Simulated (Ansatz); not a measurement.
## Relaxing a trial structure of Cl2SiSn

The starting geometry of this gas-phase singlet was optimised with GFN2-xTB.

```xyz
4

Cl    1.8823   -0.5331   -0.8916
Cl   -1.9102   -0.7401   -0.9146
Si   -0.9571   -0.4104    1.1821
Sn    0.0734    1.0657   -0.7613
```

Where would you expect an optimisation with r2SCAN-D4/def2-SVP to take it?

A new bond forms, giving a structure with Cl1 bridging Sn4 and Si3, Cl2 bridging Si3 and Sn4, given below by its coordinates. Contacts that close: Cl1–Si3 (3.52 → 2.35 Å).

The energy falls by 0.65 eV over 10 steps:

| step | E − E(last) (eV) |
| --- | --- |
| 1 | 0.655 |
| 2 | 0.473 |
| 3 | 0.261 |
| 4 | 0.074 |
| 5 | 0.055 |
| 6 | 0.006 |
| 7 | 0.001 |
| 8 | 0.000 |
| 9 | 0.000 |
| 10 | 0.000 |

Final geometry (Å):

```yaml
atoms:
  - { symbol: Cl, position_ang: [1.4244, -0.7650, -0.4819] }
  - { symbol: Cl, position_ang: [-1.7886, -0.7019, -0.9678] }
  - { symbol: Si, position_ang: [-0.4296, -0.5159, 0.9403] }
  - { symbol: Sn, position_ang: [-0.1179, 1.3649, -0.8761] }
```

Frequencies at the end are all real (lowest 138 cm⁻¹). Atoms past krypton carry core potentials, without spin–orbit terms. Run with Ansatz 0.2.0, 18 s on 2 threads of Arm Neoverse V1, with other jobs on the host.
